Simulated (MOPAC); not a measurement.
MOPAC input (PM6):

```
PM6 1SCF CHARGE=-1 GEO-OK AUX(PRECISION=9) THREADS=1
C2H7Ge

C    -1.78375000 1   -0.45640200 1   -0.01709600 1
Ge   -0.05727300 1    0.30278300 1   -0.05746500 1
C     1.68113100 1   -0.74218800 1    0.22631100 1
H    -1.91824300 1   -1.20853500 1   -0.80332100 1
H    -2.01613500 1   -0.89205800 1    0.96175200 1
H     0.26232100 1    1.00478400 1   -1.43270300 1
H     0.12655500 1    1.44370200 1    1.01525900 1
H     1.66583600 1   -1.21768900 1    1.21129600 1
H     2.56577600 1   -0.09808500 1    0.15988700 1
H     1.76233100 1   -1.52964600 1   -0.52857000 1
```

Output:

```
 *******************************************************************************
 **                                                                           **
 **                              MOPAC v23.2.5                                **
 **                                                                           **
 *******************************************************************************
 ** MOPAC's Digital Object Identifier: https://doi.org/10.5281/zenodo.6511958 **
 **                                                                           **
 ** Please cite the open-source release paper for use of this MOPAC version:  **
 ** J. E. Moussa and J. J. P. Stewart (2026)                                  **
 ** MOPAC: An open-source semiempirical molecular orbital program             **
 ** J. Open Source Softw., 11(119), 8025, https://doi.org/10.21105/joss.08025 **
 *******************************************************************************

                              PM6 CALCULATION RESULTS

 *******************************************************************************
 *  PM6        - The PM6 Hamiltonian to be used
 *  GEO-OK     - OVERRIDE INTERATOMIC DISTANCE AND OTHER SAFETY CHECKS
 *
 *
 *
 *                 CHARGE ON SYSTEM = -1
 *
 *
 *
 *  1SCF       - DO 1 SCF AND THEN STOP
 *  AUX        - OUTPUT AUXILIARY INFORMATION
 *******************************************************************************
PM6 1SCF CHARGE=-1 GEO-OK AUX(PRECISION=9) THREADS=1
 C2H7Ge

   ATOM   CHEMICAL          X               Y               Z
  NUMBER   SYMBOL      (ANGSTROMS)     (ANGSTROMS)     (ANGSTROMS)

     1       C         -1.78375000  *  -0.45640200  *  -0.01709600  *
     2      Ge         -0.05727300  *   0.30278300  *  -0.05746500  *
     3       C          1.68113100  *  -0.74218800  *   0.22631100  *
     4       H         -1.91824300  *  -1.20853500  *  -0.80332100  *
     5       H         -2.01613500  *  -0.89205800  *   0.96175200  *
     6       H          0.26232100  *   1.00478400  *  -1.43270300  *
     7       H          0.12655500  *   1.44370200  *   1.01525900  *
     8       H          1.66583600  *  -1.21768900  *   1.21129600  *
     9       H          2.56577600  *  -0.09808500  *   0.15988700  *
    10       H          1.76233100  *  -1.52964600  *  -0.52857000  *

          CARTESIAN COORDINATES

    NO.       ATOM           X           Y           Z

     1         C         -1.7837     -0.4564     -0.0171
     2        Ge         -0.0573      0.3028     -0.0575
     3         C          1.6811     -0.7422      0.2263
     4         H         -1.9182     -1.2085     -0.8033
     5         H         -2.0161     -0.8921      0.9618
     6         H          0.2623      1.0048     -1.4327
     7         H          0.1266      1.4437      1.0153
     8         H          1.6658     -1.2177      1.2113
     9         H          2.5658     -0.0981      0.1599
    10         H          1.7623     -1.5296     -0.5286

 General Reference for PM6:
 "Optimization of Parameters for Semiempirical Methods V: Modification of NDDO Approximations
 and Application to 70 Elements", J. J. P. Stewart, J. Mol. Mod., 13, 1173-1213 (2007)
 URL: https://link.springer.com/article/10.1007/s00894-007-0233-4

           Empirical Formula: C2 H7 Ge  =    10 atoms

      MOLECULAR POINT GROUP   :   Cs

      RHF CALCULATION, NO. OF DOUBLY OCCUPIED LEVELS = 10

 -------------------------------------------------------------------------------
 PM6 1SCF CHARGE=-1 GEO-OK AUX(PRECISION=9) THREADS=1
 C2H7Ge

     1SCF WAS SPECIFIED, SO BFGS WAS NOT USED
     SCF FIELD WAS ACHIEVED

                              PM6 CALCULATION
                                                       MOPAC v23.2.5 Linux

          FINAL HEAT OF FORMATION =         42.55520 KCAL/MOL =     178.05094 KJ/MOL

          COSMO AREA              =        113.91 SQUARE ANGSTROMS
          COSMO VOLUME            =        101.24 CUBIC ANGSTROMS

          IONIZATION POTENTIAL    =          1.245767 EV
          HOMO LUMO ENERGIES (EV) =         -1.246  6.520
          NO. OF FILLED LEVELS    =         10
          MOLECULAR WEIGHT        =        103.6673         POINT GROUP:  Cs

          MOLECULAR DIMENSIONS (Angstroms)

            Atom       Atom       Distance
            H     9    H     4     4.71882
            H    10    H     7     3.68902
            H     8    H     6     3.29319

          SCF CALCULATIONS        =          1

   ATOM   CHEMICAL          X               Y               Z
  NUMBER   SYMBOL      (ANGSTROMS)     (ANGSTROMS)     (ANGSTROMS)

     1       C         -1.78375000  *  -0.45640200  *  -0.01709600  *
     2      Ge         -0.05727300  *   0.30278300  *  -0.05746500  *
     3       C          1.68113100  *  -0.74218800  *   0.22631100  *
     4       H         -1.91824300  *  -1.20853500  *  -0.80332100  *
     5       H         -2.01613500  *  -0.89205800  *   0.96175200  *
     6       H          0.26232100  *   1.00478400  *  -1.43270300  *
     7       H          0.12655500  *   1.44370200  *   1.01525900  *
     8       H          1.66583600  *  -1.21768900  *   1.21129600  *
     9       H          2.56577600  *  -0.09808500  *   0.15988700  *
    10       H          1.76233100  *  -1.52964600  *  -0.52857000  *

                             CARTESIAN COORDINATES

   1    C       -1.783750000    -0.456402000    -0.017096000
   2   Ge       -0.057273000     0.302783000    -0.057465000
   3    C        1.681131000    -0.742188000     0.226311000
   4    H       -1.918243000    -1.208535000    -0.803321000
   5    H       -2.016135000    -0.892058000     0.961752000
   6    H        0.262321000     1.004784000    -1.432703000
   7    H        0.126555000     1.443702000     1.015259000
   8    H        1.665836000    -1.217689000     1.211296000
   9    H        2.565776000    -0.098085000     0.159887000
  10    H        1.762331000    -1.529646000    -0.528570000

           Empirical Formula: C2 H7 Ge  =    10 atoms

      MOLECULAR POINT GROUP   :   Cs

                  EIGENVALUES
 -19.29984 -15.28094 -11.80414  -9.13720  -9.02979  -7.14276  -5.84071  -5.29618
  -4.69782  -1.24577   6.51973   7.69713   8.22465   9.32875  10.52663  10.60174
  11.59185  13.10129  13.91356

              NET ATOMIC CHARGES AND DIPOLE CONTRIBUTIONS

  ATOM NO.   TYPE          CHARGE      No. of ELECS.   s-Pop       p-Pop
    1          C          -0.828462        4.8285     1.17924     3.64922
    2         Ge          -0.128418        4.1284     1.23481     2.89361
    3          C          -0.655645        4.6556     1.10354     3.55211
    4          H           0.089012        0.9110     0.91099
    5          H           0.089012        0.9110     0.91099
    6          H           0.030715        0.9693     0.96928
    7          H           0.030715        0.9693     0.96928
    8          H           0.128750        0.8713     0.87125
    9          H           0.115572        0.8844     0.88443
   10          H           0.128750        0.8713     0.87125
 DIPOLE           X         Y         Z       TOTAL
 POINT-CHG.     3.623     1.911    -0.142     4.099
 HYBRID         1.703    -0.915     0.259     1.951
 SUM            5.326     0.996     0.117     5.420

          ATOMIC ORBITAL ELECTRON POPULATIONS

     Atom    s        px        py        pz
    1  C   1.17924   1.09881   1.43445   1.11596
    2 Ge   1.23481   0.90666   0.99053   0.99642
    3  C   1.10354   1.21031   1.18703   1.15477
    4  H   0.91099
    5  H   0.91099
    6  H   0.96928
    7  H   0.96928
    8  H   0.87125
    9  H   0.88443
   10  H   0.87125

 **********************
 *                    *
 * JOB ENDED NORMALLY *
 *                    *
 **********************

 == MOPAC DONE ==
```

The dipole moment of an ion depends on the origin.

The geometry given is a B3LYP-D3(BJ)/def2-TZVP minimum.
